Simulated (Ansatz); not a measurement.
A nudged elastic band was laid between two geometries of CH$_{6}$FGaNOP (12 atoms, charge 0, multiplicity 1).

These are results of Ansatz, RHF/def2-SVP, not measurements.

```
movable images  : 7
climbing image  : yes
spring          : 5.0 eV/Å²
optimiser       : quadratic models (default)
start path      : IDPP
force threshold : 0.03 eV/Å
iteration limit : 60
end points      : relaxed
```

Image 0:

```xyz
12
Properties=species:S:1:pos:R:3
N -0.306 -1.610 -1.750
Ga -0.182 -0.422 -0.396
C -0.175 -0.907 1.540
F -0.677 0.129 2.291
O -0.034 1.270 -0.918
P 0.260 2.807 -0.477
H -0.439 -2.596 -1.647
H -0.297 -1.341 -2.714
H -0.778 -1.795 1.738
H 0.835 -1.122 1.894
H 0.188 2.718 0.939
H 1.682 2.815 -0.466
```

Image 8:

```xyz
12
Properties=species:S:1:pos:R:3
N -0.388 -1.469 -1.781
Ga -0.102 -0.483 -0.296
C -0.191 -1.166 1.577
F -0.610 -0.158 2.413
O 0.304 1.219 -0.616
P 1.017 2.487 0.116
H -0.671 -2.428 -1.795
H -0.325 -1.093 -2.706
H -0.883 -2.004 1.679
H 0.785 -1.510 1.924
H -0.113 3.238 0.530
H 1.252 3.313 -1.011
```

What changes between the two ends?

No bond is made or broken. The height of P6 over the plane of its neighbours goes from 0.72 to -0.73 Å.

Give the energies along the band, and the barrier.

The run ended unconverged. The highest image is number 4 of 0 to 8, 227.1 kJ/mol above the first end and 227.6 kJ/mol above the last; the last end lies 0.5 kJ/mol below the first. The band didn't meet its force threshold, so its energies are provisional: the largest band force was still 0.04 eV/Å, and over the last iterations the top stayed at 2.35 eV.

| image | path coordinate (Å) | energy (kJ/mol) | height of P6 over the plane of its neighbours (Å) |
| --- | --- | --- | --- |
| 0 | 0.00 | 0.0 | 0.72 |
| 1 | 0.38 | 0.1 | 0.72 |
| 2 | 0.76 | 0.9 | 0.71 |
| 3 | 1.15 | 74.3 | 0.44 |
| 4 | 1.53 | 227.1 | 0.01 |
| 5 | 2.07 | 30.9 | -0.57 |
| 6 | 2.60 | 1.7 | -0.72 |
| 7 | 3.14 | -0.3 | -0.73 |
| 8 | 3.68 | -0.5 | -0.73 |

The run took 16 min on 2 threads of Arm Neoverse V2, on a shared host, peak memory 0.36 GiB.
